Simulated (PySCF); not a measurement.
Electron affinity of I by level of theory

I⁻ [Xe] (1S) → I [Kr] 4d10 5s2 5p5 (2P), as a difference of total energies. Computed with PySCF 2.14 in aug-cc-pwCVDZ-PP with ECP28MDF (6s5p4d1f, 48 functions), with scalar relativity through the core potential. Correlated levels: valence: 4s2 4p6 4d10 frozen; valence and next inner shell: nothing frozen outside the core potential. The calculations carry no spin-orbit coupling.

| method | electron affinity (eV) | difference from reference (eV) |
| --- | --- | --- |
| UHF | 2.388 | -0.671 |
| LDA | 3.552 | +0.493 |
| PBE | 3.303 | +0.244 |
| PBE0 | 3.301 | +0.242 |
| r2SCAN | 3.334 | +0.275 |
| wB97X-V | 3.287 | +0.228 |
| BLYP | 3.204 | +0.145 |
| M06 | 3.140 | +0.081 |
| MN15 | 3.186 | +0.127 |
| MP2 (valence) | 3.138 | +0.079 |
| SCS-MP2 (valence) | 3.074 | +0.015 |
| MP2 (valence and next inner shell) | 3.193 | +0.134 |
| SCS-MP2 (valence and next inner shell) | 3.105 | +0.046 |

Reference: 3.059 eV (measured; photodetachment measurements, as compiled on the Wikipedia data page of electron affinities).

The reference lies between the lowest fine-structure levels, while these numbers refer to the centres of the terms.

Errors of the correlated levels include the incompleteness of this basis and the frozen core.

In the anion the highest occupied orbital energy is positive at BLYP, a self-interaction effect; the basis confines that electron, and the energy difference can still be sensible.
